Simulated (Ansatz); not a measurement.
Geometry optimisation, Ansatz, RHF/def2-SVP.

Input:

```yaml
crystal:
  periodic: [false, false, false]
  atoms:
    - { symbol: Zn, position_ang: [-0.289583, 0.080247, 0.072958] }
    - { symbol: Cl, position_ang: [-0.45706, 0.126761, 2.283371] }
    - { symbol: C, position_ang: [-0.097718, 0.027074, -1.904537] }
    - { symbol: H, position_ang: [0.223229, -0.969626, -2.220881] }
    - { symbol: H, position_ang: [-1.029061, 0.266845, -2.424187] }
    - { symbol: H, position_ang: [0.666012, 0.741518, -2.224884] }
    - { symbol: H, position_ang: [2.292119, -0.63581, 0.788663] }
    - { symbol: H, position_ang: [1.857262, -0.515508, 1.341397] }
basis:
  gaussian: { orbitals: def2-SVP }
hamiltonian:
  xc: hf
relax:
  f_tol: 0.03
  max_steps: 50
output:
  orbitals: {}
```

Command:

```bash
$ ansatz run input.yaml --threads 1 --pin off --max-ram 2048MiB --backend cpu --events-out ev --progress --plain --runs-dir out
```

Problem. Where does it end, and by what steps?

Solution. The forces met the threshold. After 15 steps the energy has fallen by 0.151 eV; H7 moved furthest, 1.13 Å.

| step | energy less start (eV) | largest force component (eV/Å) | accepted |
| --- | --- | --- | --- |
| 0 | 0.0000 | 1.169 | yes |
| 1 | -0.1128 | 0.355 | yes |
| 2 | -0.1300 | 0.217 | yes |
| 3 | -0.1395 | 0.134 | yes |
| 4 | -0.1420 | 0.175 | yes |
| 5 | -0.1456 | 0.054 | yes |
| 6 | -0.1433 | 0.480 | no |
| 7 | -0.1465 | 0.049 | yes |
| 8 | -0.1479 | 0.035 | yes |
| 9 | -0.1477 | 0.303 | no |
| 10 | -0.1487 | 0.066 | yes |
| 11 | -0.1493 | 0.073 | yes |
| 12 | -0.1499 | 0.113 | yes |
| 13 | -0.1501 | 0.100 | yes |
| 14 | -0.1504 | 0.066 | yes |
| 15 | -0.1505 | 0.008 | yes |

```xyz
8
Properties=species:S:1:pos:R:3
Zn -0.460 0.128 -0.121
Cl -0.611 0.170 2.028
C -0.336 0.093 -2.099
H -0.038 -0.896 -2.453
H -1.298 0.340 -2.555
H 0.402 0.816 -2.455
H 3.091 -0.859 1.552
H 2.416 -0.671 1.814
```

The run took 30 s on 1 thread of Arm Neoverse V1, with other jobs on the host, peak memory 0.17 GiB.
